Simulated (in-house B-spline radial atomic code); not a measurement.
**Ionising Ar with different functionals**

Computed with a radial B-spline atomic code at the basis-set limit: scalar-relativistic (spin-free X2C) Hamiltonian, Fermi nucleus of rms radius 3.4274 fm, spin-polarised at highest spin, spherical fractional occupations for the functionals, the average over the highest-spin determinants for Hartree-Fock. The ionisation energy is the difference of two self-consistent energies, [Ne] 3s2 3p6 → [Ne] 3s2 3p5, without Breit or QED terms; ε is the level of the shell that loses the electron (its least bound occupied spin orbital).

Hybrids are left out here: with spherical fractional occupations of an open shell their exact exchange keeps a self-interaction that integer-occupation calculations don't have.

```
           method          rung  ΔSCF (eV)  -ε(3p) (eV)
     Hartree-Fock  Hartree-Fock          ?            ?
         LDA VWN5           LDA      15.92        10.39
         LDA PW92           LDA      15.92        10.38
LDA exchange-only           LDA      14.47         9.07
              PBE           GGA      15.79        10.27
           PBEsol           GGA      15.76        10.23
             BLYP           GGA      15.66        10.14
             RPBE           GGA      15.77        10.24
             PW91           GGA      15.86        10.33
             BP86           GGA      15.89        10.36
             AM05           GGA      15.74        10.20
             OLYP           GGA      15.75        10.22
             TPSS      meta-GGA      15.91        10.40
             SCAN      meta-GGA      16.17        10.72
           r2SCAN      meta-GGA          ?            ?
          revTPSS      meta-GGA      15.89        10.39
```

Task: What does r2SCAN give?

Result: ΔSCF 16.15 eV, and -ε(3p) = 10.71 eV.

Task: What does Hartree-Fock give?

Result: ΔSCF 14.74 eV, and -ε(3p) = 16.06 eV.

Task: How do they compare with the NIST value?

Result: NIST lists 15.760 eV (measured, ground level to ground level). Errors run from -1.29 to +0.41 eV; PBEsol is closest (-0.00 eV), but part of that can be cancellation, since the calculations leave out spin-orbit coupling, Breit-QED terms, multiplet and fine-structure energies. Hartree-Fock also lacks correlation.
